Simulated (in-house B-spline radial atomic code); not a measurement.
Ionising Hg with different functionals

Computed with an all-electron radial atomic-structure program (B-spline basis): four-component Dirac-Coulomb Hamiltonian, Fermi nucleus of rms radius 5.4648 fm, spin-restricted, spherical fractional occupations for the functionals. The ionisation energy is the difference of two self-consistent energies, [Xe] 4f14 5d10 6s2 → [Xe] 4f14 5d10 6s1, without Breit or QED terms; ε is the level of the shell that loses the electron (mean over j).

Hybrids are left out here: with spherical fractional occupations of an open shell their exact exchange keeps a self-interaction that integer-occupation calculations don't have.

```tsv
method	rung	ΔSCF (eV)	-ε(6s) (eV)
LDA VWN5	LDA	11.05	7.13
relativistic LDA	LDA	11.00	7.09
LDA PW92	LDA	11.05	7.13
LDA exchange-only	LDA	9.90	6.04
PBE	GGA	10.69	6.82
PBEsol	GGA	10.75	6.87
BLYP	GGA	10.70	6.79
RPBE	GGA	10.57	6.72
PW91	GGA	10.78	6.90
BP86	GGA	10.88	7.00
AM05	GGA	10.70	6.82
OLYP	GGA	10.38	6.52
```

How do they compare with the NIST value?

NIST lists 10.438 eV (measured, ground level to ground level). Errors run from -0.54 to +0.61 eV; OLYP is closest (-0.06 eV), but part of that can be cancellation, since the calculations leave out Breit-QED terms, spin polarisation.
